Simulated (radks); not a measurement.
The numbers below are computed, except where a source is named.
The mean radii <r> (bohr) of the occupied orbitals of an atom or ion are listed with their occupations. Code: a radial shooting solver on a logarithmic mesh with Libxc functionals. Model: scalar-relativistic Kohn-Sham, r2SCAN, spin-polarised, spherical densities, finite nucleus; meta-GGA in the generalised Kohn-Sham scheme; Fermi nuclear charge, rms radius of each element as measured or else 0.836 A^(1/3) + 0.57 fm.

orbital  occ.      <r>
1s          2  0.03429
2s          2   0.1494
2p          6   0.1303
3s          2   0.4114
3p          6   0.4115
3d         10   0.3912
4s          2   0.9340

Name the element and its charge. Open shells, if any, are filled with parallel spins first.

Answer. Z = 43, technetium, charge +13: Tc13+ in [Ar] 3d10 4s2. The 1s radius gives Z: for a bare nucleus <r> = (2 gamma + 1)/(2Z) with gamma = sqrt(1 - (Z/c)^2), 0.03371 bohr for Z = 43, and screening makes it slightly larger (0.03429 here). The occupations add up to 30, and the charge is Z minus that.
